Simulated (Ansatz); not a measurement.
Basis-set extrapolation for C₄H₉B, SMILES `B/C(C)=C/C` (PBE0-D4/def2-TZVP geometry, frozen core, Ansatz 0.2.0). Multiplicity 1, RHF reference.

```json
{"": "HF", "def2-TZVPP": "-181.430183", "def2-QZVPP": "-181.438654"}
{"": "MP2 correlation", "def2-TZVPP": "-0.778449", "def2-QZVPP": "-0.826943"}
{"": "CCSD(T) correlation", "def2-TZVPP": "-0.866193", "def2-QZVPP": "not run"}
```

Energies in hartree. Use E(X) = E(∞) + A·exp(−7.88·√X) for Hartree–Fock and E(X) = E(∞) + B·X^(−2.97) for correlation, with X = 3 and 4, and add CCSD(T) minus MP2 of the smaller set to the MP2 limit.

Question: What is the CCSD(T) energy at the basis-set limit?

Answer: HF limit: -181.438654 + (-0.008471) × 0.13774 = -181.43982. MP2 limit: -0.826943 + (-0.048494) × 0.74074 = -0.86286. Higher-order term: -0.866193 − (-0.778449) = -0.08774. Total: -182.39042 hartree, 246.9 kJ/mol below CCSD(T)/def2-TZVPP.
